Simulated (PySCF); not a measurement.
sulfur hexafluoride (F6S), SMILES S(F)(F)(F)(F)(F)F.

Geometry optimised at TPSSh-D3(BJ)/def2-SVP.

The numbers are results of CAM-B3LYP/def2-TZVP run with PySCF, not measurements.

Symmetry labels are those of the subgroup D2h that the program uses (full group Oh).

Computed valence orbital energies around the gap with their symmetry:
```csv
orbital,symmetry,energy (eV)
HOMO−7,B2u,-15.24
HOMO−6,B3u,-15.24
HOMO−5,B1u,-15.17
HOMO−4,B2u,-15.17
HOMO−3,B3u,-15.17
HOMO−2,B1g,-14.05
HOMO−1,B2g,-14.05
HOMO,B3g,-14.05
LUMO,Ag,-0.96
LUMO+1,B1u,3.95
LUMO+2,B2u,3.95
LUMO+3,B3u,3.95
```
